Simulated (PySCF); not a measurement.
## Working out the ionisation energy of Cr⁺

Cr⁺ [Ar] 3d5 (6S) → Cr²⁺ [Ar] 3d4 (5D). All numbers are calculated (PySCF 2.14, scalar relativity by spin-free X2C-1e, in aug-cc-pVDZ-DK (7s6p4d2f, 59 functions)). Frozen: [Ar]. Energies in hartree (1 hartree = 27.21139 eV):

```json
{"part": "UHF", "Cr⁺ (lower)": "-1049.432637", "Cr²⁺ (upper)": "-1048.879166"}
{"part": "MP2 opposite-spin", "Cr⁺ (lower)": "0.000000", "Cr²⁺ (upper)": "0.000000"}
{"part": "MP2 same-spin", "Cr⁺ (lower)": "-0.066150", "Cr²⁺ (upper)": "-0.031938"}
```

Task: What does Hartree-Fock give?

Result: (-1048.879166) − (-1049.432637) = 0.553471 hartree = 15.061 eV.

Task: What do MP2 and SCS-MP2 (6/5 opposite-spin, 1/3 same-spin) give?

Result: The opposite-spin parts differ by 0.000 eV and the same-spin parts by 0.931 eV. MP2: 15.061 + (0.000) + (0.931) = 15.992 eV. SCS-MP2: 15.061 + 1.2 × (0.000) + (0.931)/3 = 15.371 eV.

Reference: 16.486 eV (measured; NIST Atomic Spectra Database, ionization energies), between the lowest levels; spin-orbit coupling is absent from the calculation.

A double-zeta basis recovers only part of the correlation energy.

What remains against the reference includes basis incompleteness, the frozen core and correlation beyond second order.
